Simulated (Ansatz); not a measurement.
CH5GeNO2, SMILES `[NH2][Ge]1([OH])[CH2][O]1`, charge 0, multiplicity 1.

(1) Give a relaxed structure at PBE0-D4/def2-TZVP (Ansatz). (Estimate.)

Results:

(1) Ansatz gave: 
Cartesian coordinates in Å:
```
N -0.316 1.823 -0.348
Ge -0.194 0.036 -0.163
O -1.512 -0.624 -1.128
C 1.108 -0.983 0.738
O -0.110 -0.679 1.495
H 0.552 2.332 -0.413
H -0.960 2.111 -1.071
H -1.824 -1.457 -0.764
H 2.009 -0.520 1.140
H 1.247 -2.040 0.514
```
This is one stationary point; other conformers may exist.
